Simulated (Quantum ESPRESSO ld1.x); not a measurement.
Values are calculated unless marked as measured or tabulated.
Task: These are the eigenvalues of the occupied orbitals of an atom or ion with whole-number occupations (eV). Code: ld1.x of Quantum ESPRESSO 7.5. Model: scalar-relativistic Kohn-Sham, PW91, spin-unpolarised, spherical densities, point nucleus.

orbital  eigenvalue
1s       -20871.718
2s        -2977.908
2p        -2665.465
3s         -518.678
3p         -416.108
3d         -250.042
4s          -73.437
4p          -45.392
4d           -6.709
5s           -5.100

Which element is it, and in what charge state? The configuration may be excited.

Result: Z = 43, technetium, charge 0: Tc in [Kr] 4d5 5s2. The list shows which subshells hold electrons but not how many an open one holds; the 1s level, -767.02 hartree, gives Z - s = 39.2 by -(Z - s)^2/2, which with screening and relativity narrows Z to a few neighbours, and the depths of the outer levels then fix element, charge and occupations together.
